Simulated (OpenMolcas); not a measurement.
An atom or ion with 22 electrons was computed by MS-CASPT2, IPEA 0.25 Eh, imaginary shift 0.1 Eh with spin-orbit coupling (OpenMolcas, ANO-RCC-VQZP, DKH2). The lowest levels that the run gave, each within 12 % of the measured value where one is at hand:

```
J  Parity  E (cm-1)      g
0    even       0.0       
1    even       284  1.501
2    even       821  1.501
3    even      1570  1.501
4    even      2490  1.500
0    even     30450       
4    even     32100  0.814
1    even     32140  1.498
5    even     32750  1.038
6    even     33430  1.166
2    even     34730  0.670
3    even     34820  1.056
```

Q: Which ion is it, and what are the configurations and terms?

A: Ni VII (Z = 28, charge +6; active space 4 electrons in 5 orbitals (3d)). J, parity and g give the terms where levels are pure, and mixed ones are named by the computed weights; the size of the splittings, set against known spectra of the 22-electron sequence, gives the charge. In order, with the measured energies in cm-1 (Corliss and Sugar, J. Phys. Chem. Ref. Data 10, 197 (1981)): 3d4 5D0, 3d4 5D1 (279), 3d4 5D2 (804), 3d4 5D3 (1520), 3d4 5D4 (2392), 3d4 3P0(1) (30077), 3d4 3H4 (31672), 3d4 3P1(1) (31836), 3d4 3H5 (32286), 3d4 3H6 (32877), 3d4 3F2(1) (34247), 3d4 3F3(1) (34317).

Term energies are means over components that CASPT2 splits; among the terms shown or strongly mixed into the levels shown the widest spread is 250 cm-1 (3d4 3H). Computed and measured levels are paired by configuration, term and J; levels that our copy of the source lacks, or whose pairing is in doubt (as where it misses far off the trend of its configuration), stay unpaired and out of the deviations. Levels of configurations outside the active space are missing.

A number in round brackets counts repeated terms of one configuration in the order of the reference energies.
